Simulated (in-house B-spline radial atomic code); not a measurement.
**PBE0 excitations of the technetium ion Tc³¹⁺**

Method: PBE0. Computed with a B-spline radial code for spherical atoms: linear response of the closed shell [Ne] 3s2 with the functional's adiabatic kernel; non-relativistic, point nucleus, no spin-orbit coupling, no double excitations, S, P, D and F terms only.

Without relativity these are model numbers for so heavy an element.

Command:
```bash
python run_td.py task.json out
```
Settings (radii: box in bohr, nucleus in fm):
```
Z                        43
electrons                12
configuration            [Ne] 3s2
hamiltonian              nr
method                   pbe0
box_radius               3.94
intervals                49
```

Run time, properties included: 0.4 s on 1 thread of Arm Neoverse N1 (shared host).

The lowest states, in the order of their Tamm-Dancoff energies; the method's threshold (minus the highest occupied level) is 1774.29 eV. Labels give the largest channel, * marks a mixed state, and oscillator strengths are full-response dipole values. Semilocal kernels can invert the small singlet-triplet splittings of Rydberg terms. Energies in eV:

```json
{"state": "3s → 3p 3P", "full response": "56.23", "Tamm-Dancoff": "57.34", "oscillator strength": "-"}
{"state": "3s → 3p 1P", "full response": "?", "Tamm-Dancoff": "?", "oscillator strength": "?"}
{"state": "3s → 3d 3D", "full response": "158.87", "Tamm-Dancoff": "159.12", "oscillator strength": "-"}
{"state": "3s → 3d 1D", "full response": "169.23", "Tamm-Dancoff": "169.25", "oscillator strength": "-"}
{"state": "3s → 4s 3S", "full response": "822.08", "Tamm-Dancoff": "822.08", "oscillator strength": "-"}
{"state": "3s → 4s 1S", "full response": "828.59", "Tamm-Dancoff": "828.65", "oscillator strength": "-"}
{"state": "3s → 4p 3P", "full response": "851.11", "Tamm-Dancoff": "851.12", "oscillator strength": "-"}
{"state": "3s → 4p 1P", "full response": "853.33", "Tamm-Dancoff": "853.35", "oscillator strength": "0.661"}
{"state": "3s → 4d 3D", "full response": "?", "Tamm-Dancoff": "?", "oscillator strength": "-"}
{"state": "3s → 4d 1D", "full response": "890.30", "Tamm-Dancoff": "890.31", "oscillator strength": "-"}
```

Where does 3s → 4d 3D lie?

At 888.77 eV in full response, 888.78 eV in Tamm-Dancoff.

Where does 3s → 3p 1P lie?

At 83.33 eV in full response, 85.23 eV in Tamm-Dancoff, oscillator strength 0.415.

How large is the singlet-triplet splitting of 3s → 3p (P terms) in Tamm-Dancoff?

27.9 eV, from the unrounded values.

What polarisabilities and dispersion coefficient does the method give?

Dipole 0.04567 bohr³, quadrupole 0.002313 bohr⁵, C6 0.005137 hartree·bohr⁶ for two such species.
